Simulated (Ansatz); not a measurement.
One change: `CBC` becomes `CB(C)[SiH2]F`.

Ansatz, PBE0-D4/def2-TZVP geometries, multiplicity 1. Each molecule was computed in one conformer, which needn't be the lowest.

| property | `CBC` |
| --- | --- |
| ideal-gas entropy at 298 K and 1 bar (rigid rotor, harmonic PBE0-D4/def2-TZVP) / J/(mol·K) | 286 |
| HOMO energy (B3LYP/def2-TZVPP) / eV | -8.47 |
| size of the dipole moment (B3LYP/def2-TZVPP) / D | 0.42 |
| HOMO–LUMO gap (PBE/def2-TZVPP) / eV | 5.62 |
| HOMO energy (ωB97M-V/def2-TZVPP) / eV | -10.97 |
| LUMO energy (PBE/def2-TZVPP) / eV | -1.62 |

What does the change do to each property? (Estimate.)

The calculation gave: 
| property | `CB(C)[SiH2]F` | shift |
| --- | --- | --- |
| ideal-gas entropy at 298 K and 1 bar (rigid rotor, harmonic PBE0-D4/def2-TZVP) / J/(mol·K) | 371 | 85 |
| HOMO energy (B3LYP/def2-TZVPP) / eV | -7.49 | 0.98 |
| size of the dipole moment (B3LYP/def2-TZVPP) / D | 2.18 | 1.76 |
| HOMO–LUMO gap (PBE/def2-TZVPP) / eV | 3.96 | -1.66 |
| HOMO energy (ωB97M-V/def2-TZVPP) / eV | -9.82 | 1.15 |
| LUMO energy (PBE/def2-TZVPP) / eV | -2.45 | -0.83 |

With PBE0 the HOMO rises by 0.98 eV and the LUMO falls by 0.92 eV, so the gap narrows by about 1.90 eV. PBE moves the HOMO by 0.83 eV and ωB97M-V by 1.15 eV. The zero-point energy changes by 31.2 kJ/mol with +9 modes. Dipoles are sizes alone; their direction can turn. Modes under 60 cm⁻¹, often nearly free rotors, make the harmonic entropy too high.

B3LYP here is the variant with VWN-RPA as its local correlation; programs differ in this.
